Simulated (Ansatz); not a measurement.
`C=C[SiH2]S` → ethylene + `[SiH]S` at 600 K and 1 bar (silylene formation by 1,1-elimination).

Isolated molecules relaxed with PBE0-D4/def2-TZVP in Ansatz; ΔE leaves out vibrations. CCSD(T)/CBS adds triple-zeta CCSD(T) − MP2 to the extrapolated MP2 energy (def2 sets, frozen cores). This one scheme is used for every species. Each species was taken in one conformer, which may not be the lowest.

```csv
species,CCSD(T)/CBS energy (Eh),H − E (kJ/mol),S (J/(mol·K))
`C=C[SiH2]S`,-766.57455,239.1,416.3
`C=C`,-78.48111,161.6,257.2
`[SiH]S`,-688.02937,72.8,295.1
```

H − E and S are ideal-gas, rigid-rotor, harmonic terms from PBE0-D4/def2-TZVP, for one conformer and one mirror image of each species. 1 Eh = 2625.50 kJ/mol, R = 8.31446 J/(mol·K).

Question: By hand: ΔE, ΔH, ΔS and ΔG.

Answer: ΔE = (-78.48111) + (-688.02937) − (-766.57455) = 0.06407 Eh = 168.2 kJ/mol. Δ(H − E) = 161.6 + 72.8 − 239.1 = -4.7, so ΔH = 163.5 kJ/mol. ΔS = 257.2 + 295.1 − 416.3 = 136.0 J/(mol·K). ΔG = 163.5 − 600 × (136.0)/1000 = 81.9 kJ/mol.

Question: By hand: the equilibrium constant, and the temperature at which ΔG would vanish if ΔH and ΔS stayed fixed.

Answer: log₁₀ K = −ΔG/(RT ln 10) = -7.1. ΔG = 0 at ΔH/ΔS = 1202 K.

The number of gas molecules changes by +1, which sets the sign of ΔS. A doubt of 5 kJ/mol in ΔE shifts log₁₀ K by 0.4 here. Other conformers and mirror images would add mixing entropy, several J/(mol·K) or more a flexible species. These are equilibria of isolated gas molecules and say nothing of rates. Largest T1 diagnostic: 0.016 (customary marks: 0.02 for closed shells, 0.045 for open ones).
